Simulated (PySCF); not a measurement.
## Simulated absorption spectrum

Compound: C₃H₈O₂S₂Si.
Bonds: C1–O2, O2–Si3, Si3–O4, Si3–S5, S5–C6, C6–C7, C7–S8, Si3–S8. Hydrogens: H9, H10, H11 on C1; H12 on O4; H13, H14 on C6; H15, H16 on C7.

Method: PySCF, TDDFT CAM-B3LYP/def2-SVPD, vertical, gas phase, core orbitals frozen in the response. Geometry: GFN2-xTB, one conformer, isolated molecule.

Each state is given a Gaussian of 0.5 eV full width at half maximum, with ε(max) = 2.175×10⁸ f / Δν̃ (Δν̃ the width in cm⁻¹). The width is an assumption, not a result. The curve ends short of the highest state used, and states not computed would add to its high-energy end.

| E (eV) | ε (L mol⁻¹ cm⁻¹) |
| --- | --- |
| 4.58 | 0 |
| 4.62 | 0 |
| 4.66 | 0 |
| 4.70 | 0 |
| 4.73 | 1 |
| 4.77 | 1 |
| 4.81 | 2 |
| 4.84 | 3 |
| 4.88 | 4 |
| 4.92 | 6 |
| 4.95 | 8 |
| 4.99 | 11 |
| 5.03 | 15 |
| 5.07 | 20 |
| 5.10 | 24 |
| 5.14 | 30 |
| 5.18 | 36 |
| 5.21 | 40 |
| 5.25 | 46 |
| 5.29 | 52 |
| 5.32 | 56 |
| 5.36 | 61 |
| 5.40 | 65 |
| 5.44 | 69 |
| 5.47 | 72 |
| 5.51 | 76 |
| 5.55 | 80 |
| 5.58 | 82 |
| 5.62 | 86 |
| 5.66 | 89 |
| 5.70 | 94 |
| 5.73 | 99 |
| 5.77 | 109 |
| 5.81 | 123 |
| 5.84 | 137 |
| 5.88 | 165 |
| 5.92 | 204 |
| 5.95 | 243 |
| 5.99 | 313 |
| 6.03 | 408 |
| 6.07 | 537 |
| 6.10 | 660 |
| 6.14 | 868 |
| 6.18 | 1136 |
| 6.21 | 1380 |
| 6.25 | 1765 |
| 6.29 | 2216 |
| 6.32 | 2590 |
| 6.36 | 3123 |
| 6.40 | 3665 |
| 6.44 | 4183 |
| 6.47 | 4531 |
| 6.51 | 4912 |
| 6.55 | 5170 |
| 6.58 | 5271 |
| 6.62 | 5279 |

(1) Locate the maxima and give the states behind the curve.

(2) On this curve, what absorbance would a 10⁻³ mol/L sample give at 254 nm over a 1 cm path?

(3) Coming from long wavelengths, where does ε first pass 100 L mol⁻¹ cm⁻¹?

Results:

(1) 188 nm (6.60 eV), ε about 5300, made up of S4 (89%) (ε in L mol⁻¹ cm⁻¹; maxima over ε = 5, shares over 10%). The states used: S1 5.33 eV (f 0.0008); S2 5.69 eV (f 0.0012); S3 6.19 eV (f 0.0053); S4 6.58 eV (f 0.088); S5 6.77 eV (f 0.0074); S6 6.93 eV (f 0.012); S7 7.07 eV (f 0.0095); S8 7.22 eV (f 0.014).

(2) 254 nm is 4.881 eV, where ε is about 4.3 L mol⁻¹ cm⁻¹, so A = ε c l ≈ 0.0043 (Beer–Lambert, with the gas-phase spectrum and the assumed width).

(3) At about 216 nm (5.73 eV), 0.40 eV above S1.
